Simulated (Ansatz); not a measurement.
Ansatz results at the PBE0-D4/def2-TZVP geometry: LUMO energy (PBE/def2-TZVPP) -0.34 eV; size of the dipole moment (ωB97M-V/def2-TZVPP) 2.49 D; HOMO–LUMO gap (ωB97M-V/def2-TZVPP) 12.87 eV.

Each molecule was computed in one conformer, which needn't be the lowest.

(1) Which molecule gave them?
A. `C[N]([GeH3])[SiH](O)F`
B. `C=C[SiH](O)[SiH2]O`
C. `C[Si](C)(Cl)/C=C\[Si](F)(F)Cl`
D. `[OH][GeH2][O][SiH](O)O`

Answers

(1) D. The others give `C=C[SiH](O)[SiH2]O`: -1.70, 1.14, 10.46; `C[N]([GeH3])[SiH](O)F`: -0.31, 0.59, 11.71; `C[Si](C)(Cl)/C=C\[Si](F)(F)Cl`: -2.63, 0.37, 11.01.
